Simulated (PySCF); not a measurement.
B3LYP has the VWN-RPA correlation part, as in Gaussian. 

# [Zn(Br)2] (charge 0, multiplicity 1)

Computed with B3LYP-D3(BJ)/def2-TZVP // BP86-D3(BJ)/def2-SVP in PySCF.

```json
{
  "HOMO": "-8.30 eV",
  "dipole_moment": "0.00 D",
  "HOMO–LUMO gap": "6.13 eV",
  "LUMO": "-2.17 eV",
  "charge on the central atom (Mulliken)": "0.51 e",
  "charge on the central atom (meta-Löwdin)": "1.17 e",
  "total_energy": "-6927.9388 Ha",
  "cost": "roughly 60 core-seconds"
}
```

Bond lengths (Å): Zn1–Br2 2.236, Zn1–Br3 2.236. Bond angles (°): Br2–Zn1–Br3 180.0.
Charge 0, spin multiplicity 1.
